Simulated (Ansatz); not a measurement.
I4Ta, charge +1, singlet, at a GFN2-xTB geometry (such geometries of metal compounds can be far from the true shape) (the multiplicity is a formal guess) (core potentials on I, Ta); HF/def2-SVP (Ansatz, a first-principles code).

The Ansatz input:
Ansatz 0.2 input:
```yaml
crystal:
  periodic: [false, false, false]
  atoms:
    - {symbol: Ta, position_ang: [-0.00000000, 0.00000000, 0.00000000]}
    - {symbol: I, position_ang: [2.11003522, -0.60975355, -1.50846892]}
    - {symbol: I, position_ang: [0.78869445, 0.38742437, 2.51543036]}
    - {symbol: I, position_ang: [-1.14079482, 2.22296751, -0.92548858]}
    - {symbol: I, position_ang: [-1.75793485, -2.00063833, -0.08147287]}
basis:
  gaussian:
    orbitals: def2-SVP
    occupation: {up: {"A1": 21, "A2": 7, "B1": 14, "B2": 14}, down: {"A1": 21, "A2": 7, "B1": 14, "B2": 14}}
hamiltonian:
  xc: hf
total_charge: 1
```

Task: Write the output that Ansatz gives for this input, abridged.

Result: 
```
Functional definition: HF
the irreps are read with x along [-0.142, -0.971, 0.194], y along [-0.304, 0.229, 0.925] and z along [-0.942, 0.072, -0.327] of the geometry given
1653 factors; integrals over basis functions are off by at most 2.5e-4 eV
mean field evaluation 1: about -33812.8204 eV, gradient 1.2e1 eV
mean field evaluation 2: about -33813.6522 eV, gradient 5.9e-1 eV
mean field evaluation 4: about -33814.1681 eV, gradient 1.5e-2 eV
mean field evaluation 8: about -33814.1683 eV, gradient 1.2e-6 eV
mean field -33814.16830127 eV, -1242.6477650053 hartree, gradient 9.9e-6 eV, S^2 0.000000; 0 other end points of the search recorded, 0 dependent functions left out
reference -33814.16830127 eV, -1242.6477650053 hartree; 56, 56 occupied and 80, 80 virtual orbitals, 1653 factors
Total energy: -33814.16830127 eV, -1242.6477650053 hartree
```
